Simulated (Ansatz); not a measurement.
A structure drawn as `[OH][Ta]([OH])([OH])([OH])[OH]`, with this starting geometry:

Cartesian coordinates in Å:
```
O 0.040 -1.892 0.505
Ta 0.006 0.241 -0.330
O -0.279 0.584 2.152
O -0.435 2.336 -0.701
O 2.516 0.254 -0.762
O -1.851 -0.721 -1.424
H 0.979 -2.131 0.679
H -1.082 0.223 2.504
H -0.917 2.998 -0.083
H 2.902 -0.532 -0.388
H -1.881 -1.361 -2.151
```

Charge 0, multiplicity 1. Ta: def2 effective core potential.

Task: Does it keep its bonds when Ansatz relaxes it at PBE-D4/def2-SVP and then PBE0-D4/def2-TZVP?

Result: Yes, every drawn bond is still there and no new one forms.

Task: Give the relaxed structure. (Estimate.)

Result: Computed: 
```xyz
11

O     0.632    1.517    0.322
Ta   -0.218   -0.192   -0.001
O     1.486   -0.792   -0.717
O    -0.830   -1.932   -0.404
O    -0.644   -0.352    1.859
O    -1.538    0.652   -1.101
H     1.398    2.081    0.291
H     2.224   -0.182   -0.736
H    -0.545   -2.767   -0.769
H    -0.430    0.362    2.462
H    -1.535    1.605   -1.206
```
All modes are real.

Atoms count as bonded under 1.1 times the sum of their covalent radii (H–H under 0.85 Å, pairs among N, O and F under 1.55 Å), and a drawn bond as lost past 1.3 times.
